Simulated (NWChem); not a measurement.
Molecule: CH₄Se₂; SMILES C[Se][SeH]

Program: NWChem. Pople sets run with spherical d functions. This build's default masses of Se (78.918 u) and Br (79.917 u) are each other's, which moves their modes by up to 0.6 %. Each level has its own optimisation; frequencies are unscaled. One conformer.

```
level                r C–Se (Å)  r Se–Se (Å)  r H–Se (Å)  highest harmonic frequency (cm⁻¹)  lowest (cm⁻¹)  zero-point energy (kcal/mol)  dipole (D)
-------------------  ----------  -----------  ----------  ---------------------------------  -------------  ----------------------------  ----------
Hartree-Fock/3-21G        1.981        2.472       1.472                               3349            142                          30.4        1.91
Hartree-Fock/6-31G*       1.959        2.330       1.461                               3355            157                          30.9        1.91
PBE-D3(BJ)/def2-SVP       1.970        2.347       1.494                               3118            130                          27.6        1.48
```
